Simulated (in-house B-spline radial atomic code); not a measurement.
Configurations of the cobalt ion Co³⁺, with energies counted from [Ar] 3d6. Level of theory: scalar-relativistic (X2C) PBEsol, spin-polarised, spherical fractional occupations, Fermi nucleus of rms radius 3.7875 fm; calculated with a B-spline radial code for spherical atoms. Shells without spins written out take the highest spin.

Occupations are held fixed; configurations that lie above the ionisation limit could autoionise.

```
                                              configuration  E - E(ref) (eV)  highest orbital  its <r> (bohr)
                                               [Ar] 3d5 4d1           30.432            4d up           3.135
                                               [Ar] 3d5 4f1           37.859            4f up           4.273
                 [Ne] 3s2 3p(3 up, 2 down) 3d(3 up, 4 down)           62.965          3d down           0.934
                                       [Ne] 3s2 3p5 3d6 4d1           89.481            4d up           3.123
                                       [Ne] 3s2 3p5 3d6 4f1           96.967            4f up           4.264
[Ne] 3s2 3p(3 up, 2 down) 3d(5 up, 1 down) 4f(0 up, 1 down)           97.103          4f down           4.335
```

Order these further configurations by energy, lowest first.
A. [Ne] 3s2 3p5 3d6 4s1
B. [Ne] 3s2 3p(2 up, 3 down) 3d(1 up, 5 down) 4p(0 up, 1 down)
C. [Ar] 3d(4 up, 2 down)
D. [Ar] 3d5 4s1
E. [Ar] 3d(2 up, 3 down) 4d(0 up, 1 down)

C (3.3883 eV), D (10.964 eV), E (38.16 eV), A (69.916 eV), B (78.19 eV).

How far above the reference does [Ar] 3d5 4p1 lie?

19.206 eV; its least bound orbital is 4p up with <r> = 2.364 bohr.

How far above the reference does [Ne] 3s2 3p5 3d7 lie?

58.292 eV; its least bound orbital is 3d down with <r> = 0.953 bohr.
